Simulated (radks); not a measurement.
Task: Radial electron density D(r) = 4 pi r^2 rho(r) of an atom or ion with 44.5 electrons. All-electron calculation, scalar-relativistic Kohn-Sham, BLYP, spin-unpolarised, spherical densities, finite nucleus; Fermi nuclear charge, rms radius of each element as measured or else 0.836 A^(1/3) + 0.57 fm. Program: a radial shooting solver on a logarithmic mesh with Libxc functionals.

| r (bohr) | D(r) (e/bohr) |
|---|---|
| 0.001494 | 2.172 |
| 0.001992 | 3.578 |
| 0.002657 | 5.806 |
| 0.003544 | 9.233 |
| 0.004727 | 14.30 |
| 0.006304 | 21.37 |
| 0.008408 | 30.49 |
| 0.01121 | 40.87 |
| 0.01496 | 50.58 |
| 0.01995 | 56.59 |
| 0.02661 | 56.53 |
| 0.03549 | 51.74 |
| 0.04733 | 49.05 |
| 0.06313 | 55.80 |
| 0.0842 | 68.37 |
| 0.1132 | 70.41 |
| 0.151 | 56.09 |
| 0.2014 | 46.76 |
| 0.2686 | 54.31 |
| 0.3583 | 52.95 |
| 0.4778 | 30.90 |
| 0.6373 | 15.48 |
| 0.85 | 15.35 |
| 1.134 | 13.48 |
| 1.512 | 7.373 |
| 2.017 | 3.208 |
| 2.69 | 1.405 |
| 3.588 | 0.5421 |
| 4.785 | 0.1396 |
| 6.382 | 0.01859 |
| 8.512 | 0.001011 |

What is the nuclear charge?

Result: Z = 45. The innermost maximum, from 1s, lies near gamma/Z bohr with gamma = sqrt(1 - (Z/c)^2) = 0.945, here 0.021 bohr (found: 0.0229), and its height grows with Z. The density is that of the rhodium ion Rh0.5+ in [Kr] 4d7 5s1.5; the configuration itself is not fixed sharply by these data, and Z only to a few units. D(r) has 4 maxima, at r = 0.0229, 0.101, 0.308, 0.913 bohr, and minima at 0.0455, 0.200, 0.713 bohr, inside which lie 2.01, 11.13, 29.10 electrons.
